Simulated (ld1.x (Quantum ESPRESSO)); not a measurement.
**What one change does to a pseudopotential (Bi (Z = 83), TM)**

```
Element                 : Bi (Z = 83)
Generator               : ld1.x (Quantum ESPRESSO) 7.5
Type                    : norm-conserving Troullier–Martins (Kleinman–Bylander form)
Functional              : LDA (PZ)
Relativity              : scalar-relativistic
Frozen core             : [Xe] 4f14 5d10
Valence charge          : 5
Reference configuration : 6s2 6p3
Partial waves           : 6s (bound): rc 1.40 bohr; 6d channel at -0.15 Ry: rc 2.40 bohr; 6p (bound): rc 2.25 bohr
Local potential         : the p channel
Core correction         : Bessel-smoothed model core, default radius (core density twice the valence density)
```

Change: all radii but the core radius scaled by about 0.87 (s 1.22, p 1.96, d 2.10 bohr).

Cutoffs: the cutoffs (Ry, on a coarse ladder) from which the occupation-weighted sum of valence levels, in a spherical-Bessel basis at the reference potential, stays within 10 and 1 mRy of its value at 400 Ry; they do not see the model core or the augmentation charge, which bear on the density cutoff. Errors are all-electron minus pseudo energies relative to the spin-unpolarised reference configuration.

Task: What does the change do?

Result: Both files keep a bound ghost (d); the s channel binds one level more than in the base; of the 9 tests that both files solve, the error grows in 3 and shrinks in 0 by more than 15 % and 0.3 meV (median size 16.2 → 16.7 meV). That the errors move this way runs against the usual rule that smaller radii transfer better.

```tsv
quantity	base	changed
cutoff, loose	110 Ry	180 Ry
cutoff, tight	180 Ry	over 300 Ry
loose cutoff by channel (10 mRy a level)	s 90 Ry, p 8 Ry	s 160 Ry, p 10 Ry
bound ghosts	d	d
error for 6s2 6p2, meV [ΔE 8.15 eV]	-12	-11
error for 6s2 6p1, meV [ΔE 23.72 eV]	-72	-63
error for 6s2 6p0, meV [ΔE 47.43 eV]	-246	-214
error for 6s2 6p3.3, meV [ΔE -1.15 eV]	+0.3	+0.3
error for 6s2 6p2.5, meV [ΔE 3.21 eV]	-2.9	-2.6
error for 6s1 6p3, meV [ΔE 19.05 eV]	-83	-105
error for 6s1 6p4, meV [ΔE 10.18 eV]	-53	-84
error for 6s2 6p3 (spin-polarised), meV [ΔE -1.02 eV]	-3.9	-6.3
error for 6s2 6p2 (spin-polarised), meV [ΔE 7.60 eV]	-16	-17
```

 A true bound ghost makes a file unfit for plane-wave use even where its test errors are small: the radial tests pick states by their node count and pass the ghost by.
